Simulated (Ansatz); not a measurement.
Geometry optimisation of the cluster Rh5⁻.

```yaml
crystal:
  periodic: [false, false, false]
  atoms:
    - {symbol: Rh, position_ang: [-0.151260, 1.251670, 1.634210]}
    - {symbol: Rh, position_ang: [-0.457980, 1.199010, -0.931460]}
    - {symbol: Rh, position_ang: [1.415480, -0.483990, 0.532100]}
    - {symbol: Rh, position_ang: [-1.070280, -0.801650, 0.448750]}
    - {symbol: Rh, position_ang: [0.264040, -1.165040, -1.683610]}
basis:
  gaussian: {orbitals: def2-SVPD}
total_charge: -1
hamiltonian: {xc: {name: B3LYP}, dispersion: d4}
scf: {lower_state_search: "off"}
output: {orbitals: {seedname: orbitals}}
relax: {f_tol: 0.02, max_steps: 100}
```

```sh
$ ansatz run in.yaml --threads 4 --pin off --events-out ev --progress --plain --max-ram 4787MiB
```

Shortened log:

```
Functional definition: B3LYP
mean field -15043.48633555 eV, -552.8379259901 hartree, gradient 4.0e-6 eV, S^2 0.000000; 0 other end points of the search recorded, 0 dependent functions left out
relax step   1: F+E_penalty+E_count = -15044.06354839 eV  Δ(F+E_penalty+E_count) = +0.000e0 eV  max|allowed force component| = 1.139e0 eV/Å  Δτ_max = 0.0000 Å  (131 SCF iters, accepted)
mean field -15043.90958300 eV, -552.8534800470 hartree, gradient 6.3e-6 eV, S^2 0.000000; 0 other end points of the search recorded, 0 dependent functions left out
relax step   2: F+E_penalty+E_count = -15044.49804927 eV  Δ(F+E_penalty+E_count) = -4.345e-1 eV  max|allowed force component| = 4.965e-1 eV/Å  Δτ_max = 0.1971 Å  (53 SCF iters, accepted)
mean field -15044.15134902 eV, -552.8623647843 hartree, gradient 8.0e-6 eV, S^2 0.000000; 0 other end points of the search recorded, 0 dependent functions left out
relax step   3: F+E_penalty+E_count = -15044.72640973 eV  Δ(F+E_penalty+E_count) = -2.284e-1 eV  max|allowed force component| = 4.069e-1 eV/Å  Δτ_max = 0.1952 Å  (60 SCF iters, accepted)
mean field -15044.16473735 eV, -552.8628567964 hartree, gradient 3.6e-6 eV, S^2 0.000000; 0 other end points of the search recorded, 0 dependent functions left out
relax step   4: F+E_penalty+E_count = -15044.73593323 eV  Δ(F+E_penalty+E_count) = -9.524e-3 eV  max|allowed force component| = 2.798e-1 eV/Å  Δτ_max = 0.1866 Å  (60 SCF iters, accepted)
mean field -15044.19739853 eV, -552.8640570728 hartree, gradient 2.9e-6 eV, S^2 0.000000; 0 other end points of the search recorded, 0 dependent functions left out
relax step   5: F+E_penalty+E_count = -15044.77091547 eV  Δ(F+E_penalty+E_count) = -3.498e-2 eV  max|allowed force component| = 4.453e-2 eV/Å  Δτ_max = 0.0906 Å  (54 SCF iters, accepted)
mean field -15044.19786019 eV, -552.8640740383 hartree, gradient 3.2e-6 eV, S^2 0.000000; 0 other end points of the search recorded, 0 dependent functions left out
relax step   6: F+E_penalty+E_count = -15044.77129433 eV  Δ(F+E_penalty+E_count) = -3.789e-4 eV  max|allowed force component| = 3.743e-3 eV/Å  Δτ_max = 0.0046 Å  (51 SCF iters, accepted)
Total energy: -15044.77149629 eV, -552.8851547761 hartree
Atom 0 at     0.163387     1.317910     1.308629 Å, force    -0.000136     0.000397     0.000634 eV/Å
Atom 1 at    -0.840515     1.121713    -0.922777 Å, force    -0.003743     0.002596    -0.002450 eV/Å
Atom 2 at     1.284952    -0.789234     0.736314 Å, force     0.003050    -0.003342     0.003201 eV/Å
Atom 3 at    -1.136425    -0.850126     0.476684 Å, force     0.001112     0.000767    -0.000576 eV/Å
Atom 4 at     0.528601    -0.800263    -1.598860 Å, force    -0.000282    -0.000419    -0.000809 eV/Å
Dipole moment:     0.021118     0.015822    -0.008844 e Å
Checks for a lower state left out: stability, starts, cluster_reference, orbital_swaps, neighbouring_geometries, increment
```

It took 40 s on 4 threads of Arm Neoverse V2 on a shared host, peak host memory 0.58 GiB.

In the def2 sets Rh takes a core potential; there is no spin–orbit coupling. The highest occupied level of the charge -1 singlet lies above zero (up to 0.24 eV). The electron is either unbound and held by the finite basis, or the level is raised by self-interaction error. The relaxation made no stability test and no search for a lower SCF solution. No other spin state of charge -1 was run. The structure comes from a short search, and lower isomers may exist.
